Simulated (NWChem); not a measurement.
System: CH₄Cl₃NSi; SMILES [Si](Cl)(Cl)(NC)Cl

```xyz
10

C     -0.1245     2.3590     1.3798
N     -0.3434     0.9294     1.3541
Si    -0.0342    -0.1108     0.0540
Cl    -0.8173    -1.9401     0.5348
Cl    -0.8977     0.6242    -1.6554
Cl     1.9593    -0.3715    -0.3863
H     -0.1521     2.7575     0.3548
H     -0.9232     2.8681     1.9423
H      0.8460     2.6422     1.8246
H     -0.5039     0.4940     2.2560
```
Atoms are numbered in this order, from 1.

All runs: NWChem. Pople sets run with spherical d functions. Coordinates come from a PBE0/def2-SVP optimisation. Static field.

```
level          basis functions  isotropic polarisability (bohr³)  anisotropy (bohr³)
-------------  ---------------  --------------------------------  ------------------
PBE/6-31G*                 108                              66.7                 7.3
PBE/6-31+G*                132                              78.3                 7.6
PBE/def2-SVP               120                              64.0                 8.2
PBE/def2-SVPD              177                               ___                 8.5
```

### Question
Fill in the missing entries.

### Answer

- PBE/def2-SVPD, isotropic polarisability (bohr³): 88.6
